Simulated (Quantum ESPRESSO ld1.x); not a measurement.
Problem. Species: K VII. Configuration: [Ne] 3s2 3p1 (the NIST ground configuration). Calculated with ld1.x of Quantum ESPRESSO 7.5: Dirac Kohn-Sham, PBE, spin-unpolarised, spherical densities, point nucleus; open shells fill j = l - 1/2 first.

Spin-orbit splittings of the eigenvalues, e(l+1/2) - e(l-1/2), with zeta = 2 splitting/(2l+1) and mean radii in bohr:

shell  occ.  splitting (eV)  zeta (eV)  <r> j=l-1/2  <r> j=l+1/2
2p        6           2.939      1.959       0.3459       0.3483
3p        1          0.4302     0.2868        1.152        1.156
3d        0               ?          ?        1.193        1.194

Estimate the 3d splitting.

Solution. 0.04541 eV (zeta = 0.01817 eV).
